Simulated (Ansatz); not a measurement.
Calculated with Ansatz (gas phase, PBE0-D4/def2-TZVP geometries, no zero-point term in ΔE). CCSD(T)/CBS adds triple-zeta CCSD(T) − MP2 to the extrapolated MP2 energy (def2 sets, frozen cores). Functionals use def2-TZVPP. B3LYP here is the variant with VWN-RPA as its local correlation; programs differ in this. def2 core potentials past Kr. For Te outer-core shells are correlated without core-valence functions, which leaves a few kJ/mol of doubt a bond. One conformer a species, not always the lowest.

Reaction (redistribution): `C[Si](O)(O)O` + `FC([SiH3])[TeH]` → `O[Si](O)(O)[TeH]` + `CC(F)[SiH3]`

(1) Is it downhill or uphill in electronic energy at CCSD(T)/CBS, and by how much? (Estimate.)

(2) What do these levels give: PBE-D4, PBE0-D4, B3LYP-D4, PBE, HF/def2-TZVPP, HF/CBS(def2)? (An estimate is asked.)

Largest T1 diagnostic among the species: 0.012.

Answers

(1) Computed: Downhill: ΔE = -46.7 kJ/mol.

(2) Ansatz gave: PBE-D4 -48.6, PBE0-D4 -53.9, B3LYP-D4 -48.0, PBE -48.7, HF/def2-TZVPP -62.0, HF/CBS(def2) -61.2 kJ/mol.

From PBE to PBE0 (25 % exact exchange), in def2-TZVPP and without D4, ΔE moves by −5.1 kJ/mol. In def2-TZVPP, CCSD(T) changes the Hartree–Fock value by +15.9 kJ/mol (the triples alone add +2.3 kJ/mol) and MP2 by +14.1 kJ/mol.
